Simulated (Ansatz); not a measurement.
`C1N[CH2][Zn][O]1`. The species carries charge 0 and has multiplicity 1. The geometry is a stationary point of PBE0-D4/def2-TZVP.

```xyz
10

C     0.091    1.108   -0.386
N     0.570   -0.298   -0.360
C    -0.209   -1.229    0.440
Zn   -0.240    0.142    1.872
O     0.039    1.682    0.879
H    -0.905    1.170   -0.870
H     0.810    1.649   -1.014
H     0.713   -0.628   -1.307
H     0.350   -2.133    0.669
H    -1.219   -1.465    0.077
```

(1) What is the dipole moment at B3LYP/def2-TZVPP? (An estimate is asked.)

(2) And with PBE, r2SCAN, ωB97M-V? (Best estimate.)

(3) Give the Mulliken charges with B3LYP, r2SCAN, ωB97M-V in def2-TZVPP. (Estimate.)

Answers

(1) The calculation gave: 2.61 D, with components (-0.92, -2.14, 1.18) D in this frame, pointing from negative to positive charge.

(2) Ansatz gave: PBE 2.31 D, r2SCAN 2.46 D, ωB97M-V 2.80 D.

(3) Computed: 
| atom | B3LYP | r2SCAN | ωB97M-V |
| --- | --- | --- | --- |
| C1 | 0.16 | 0.27 | 0.11 |
| N2 | -0.22 | -0.23 | -0.21 |
| C3 | -0.24 | -0.20 | -0.32 |
| Zn4 | 0.43 | 0.42 | 0.48 |
| O5 | -0.55 | -0.56 | -0.55 |
| H6 | 0.05 | 0.02 | 0.08 |
| H7 | 0.06 | 0.01 | 0.08 |
| H8 | 0.11 | 0.11 | 0.09 |
| H9 | 0.11 | 0.08 | 0.12 |
| H10 | 0.09 | 0.08 | 0.12 |

B3LYP here is the variant with VWN-RPA as its local correlation; programs differ in this.
